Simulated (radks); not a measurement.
Values are calculated unless marked as measured or tabulated.
Task: The mean radii <r> (bohr) of the occupied orbitals of an atom or ion are listed with their occupations. Level of theory: scalar-relativistic Kohn-Sham, PBE, spin-polarised, spherical densities, finite nucleus; Fermi nuclear charge, rms radius of each element as measured or else 0.836 A^(1/3) + 0.57 fm (a radial shooting solver on a logarithmic mesh with Libxc functionals).

orbital  occ.      <r>
1s up       1  0.08560
1s down     1  0.08547
2s up       1   0.3905
2s down     1   0.3932
2p up       3   0.3462
2p down     1   0.3496

Name the element and its charge. Open shells, if any, are filled with parallel spins first.

Result: Z = 18, argon, charge +10: Ar10+ in [He] 2s2 2p4. The 1s radius gives Z: for a bare nucleus <r> = (2 gamma + 1)/(2Z) with gamma = sqrt(1 - (Z/c)^2), 0.08285 bohr for Z = 18, and screening makes it slightly larger (0.08560 here). The occupations add up to 8, and the charge is Z minus that.
